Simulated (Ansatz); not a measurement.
The pair A = H2S (SMILES S) (first 3 atoms), B = C2H3N (SMILES CC#N); geometry from B3LYP-D3(BJ)/def2-TZVP.
(charge 0, multiplicity 1):
```xyz
9

S      0.50697    -0.18187    -0.86164
H      0.38929     0.06577     0.45635
H      0.82500     1.09216    -1.13978
C     -0.19349     0.62174     5.28913
C      0.00620     0.53621     3.85189
N      0.16364     0.46793     2.71628
H      0.71504     0.98133     5.77258
H     -1.00853     1.31009     5.51343
H     -0.44136    -0.36081     5.69110
```

Correlated levels freeze the cores. MP2 and its Hartree–Fock in aug-cc-pV(T+d)Z are density fitted.

Programs: Ansatz (Gaussian basis) for Hartree–Fock, density functionals and correlated methods. Each number belongs to the level named beside it.

The counterpoise-corrected interaction energy is E(AB) − E(A in the pair's basis) − E(B in the pair's basis). Total energies (hartree):

```csv
level,AB,A in the pair's basis,B in the pair's basis
HF/aug-cc-pV(D+d)Z,-530.6483825,-398.7023216,-131.9439859
MP2/aug-cc-pV(D+d)Z,-531.2451002,-398.8594558,-132.3811674
HF/aug-cc-pV(T+d)Z,-530.6933073,-398.7157969,-131.9755262
MP2/aug-cc-pV(T+d)Z,-531.4134131,-398.9111002,-132.4975522
CCSD(T)/aug-cc-pV(D+d)Z,-531.3131709,-398.8885495,-132.4207283
```

Work out the counterpoise-corrected interaction energy at the basis-set limit: extrapolate the MP2 correlation part as X⁻³, take Hartree–Fock from the larger set, and add the CCSD(T) − MP2 difference of aug-cc-pV(D+d)Z.


1. Differences (1 hartree = 627.509 kcal/mol): HF/aug-cc-pV(D+d)Z -1.302; MP2/aug-cc-pV(D+d)Z -2.809; HF/aug-cc-pV(T+d)Z -1.245; MP2/aug-cc-pV(T+d)Z -2.987; CCSD(T)/aug-cc-pV(D+d)Z -2.443.
2. Correlation parts, MP2 less HF: -1.507 in aug-cc-pV(D+d)Z (X = 2), -1.742 in aug-cc-pV(T+d)Z (X = 3).
3. Limit (3³·(-1.742) − 2³·(-1.507))/(3³ − 2³) = -1.841; with HF/aug-cc-pV(T+d)Z it gives -3.086.
4. CCSD(T) less MP2 in aug-cc-pV(D+d)Z: 0.366.
Result: -2.72 kcal/mol, against -2.81 at MP2/aug-cc-pV(D+d)Z. It is an estimate of this method's limit, not of the exact value.

Ansatz is an electronic-structure program.
